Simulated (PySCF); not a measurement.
# Re (rhenium, neutral) across methods

[Xe] 4f14 5d5 6s2, high-spin 6S determinant. Computed with PySCF 2.14 in def2-TZVPPD with the def2 core potential (60 electrons), with a scalar-relativistic core potential.

| method | E (hartree) | mean ε 5d α (eV) | mean ε 6s α (eV) | mean ε 6s β (eV) | Σ⟨r²⟩ (bohr²) | ⟨S²⟩ |
| --- | --- | --- | --- | --- | --- | --- |
| LC-wPBE | -78.1799 | -10.600 | -9.256 | -7.237 | 57.20 | 8.771 |
| TPSS | -78.1643 | -6.545 | -6.513 | -4.591 | 57.48 | 8.767 |
| PBE0 | -78.1666 | -7.977 | -7.190 | -5.311 | 57.32 | 8.767 |
| r2SCAN | -78.2150 | -7.054 | -6.852 | -4.796 | 57.76 | 8.792 |
| M06-L | -78.2216 | -6.663 | -6.354 | -4.700 | 57.38 | 8.771 |
| LDA | -78.0195 | -6.563 | -6.673 | -5.068 | 57.35 | 8.762 |
| UHF | -77.53457 | -12.024 | -8.829 | -6.063 | 59.20 | 8.799 |
| PW91 | -78.2450 | -6.542 | -6.518 | -4.758 | 57.30 | 8.763 |

Estimate the same row for PBE.

E (hartree) = -78.2051; mean ε 5d α (eV) = -6.500; mean ε 6s α (eV) = -6.462; mean ε 6s β (eV) = -4.712; Σ⟨r²⟩ (bohr²) = 57.36; ⟨S²⟩ = 8.764.

Energies and moments cover only the electrons outside the core potential. Spin-orbit coupling, which splits the p, d and f shells strongly at this Z, is absent.
